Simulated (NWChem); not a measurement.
System: norbornene (C$_{7}$H$_{10}$); SMILES C1=C[C@H]2CC[C@@H]1C2

Here is an NWChem input.

```
start job
memory heap 200 mb stack 900 mb global 1100 mb
geometry units angstroms noautosym nocenter noautoz
  C     -0.506578    -1.281164    -0.676218
  C     -0.506578    -1.281164     0.676218
  C      0.328622    -0.092273     1.128621
  C     -0.514154     1.183749     0.778800
  C     -0.514154     1.183749    -0.778800
  C      0.328622    -0.092273    -1.128621
  C      1.385596    -0.048348     0.000000
  H     -1.098286    -1.924925    -1.343317
  H     -1.098286    -1.924925     1.343317
  H      0.699356    -0.119997     2.170643
  H     -1.530473     1.136639     1.216149
  H     -0.021207     2.091577     1.182675
  H     -1.530473     1.136639    -1.216149
  H     -0.021207     2.091577    -1.182675
  H      0.699356    -0.119997    -2.170643
  H      2.050010    -0.934953     0.000000
  H      1.996099     0.879250     0.000000
end
basis spherical
  * library 6-31g*
end
dft
  xc b3lyp
  iterations 150
end
cosmo
  do_cosmo_smd true
  solvent anisole
end
task dft energy
```

Structure relaxed at the PBE-D3(BJ)/def2-SVP level. Not confirmed as a minimum by frequencies. Solvent: anisole.

Level: B3LYP/6-31G* with SMD (1 M gas to 1 M solution), gas-phase geometry.

Q: What results follow from this input? (B3LYP/6-31G* (spherical d), SMD on the gas-phase geometry.) Quantities: solvation free energy (kcal/mol); cavity-dispersion-structure term (kcal/mol); dipole in solution (D).

A: 
```yaml
solvation free energy (kcal/mol): -4.6
cavity-dispersion-structure term (kcal/mol): -3.3
dipole in solution (D): 0.35
```
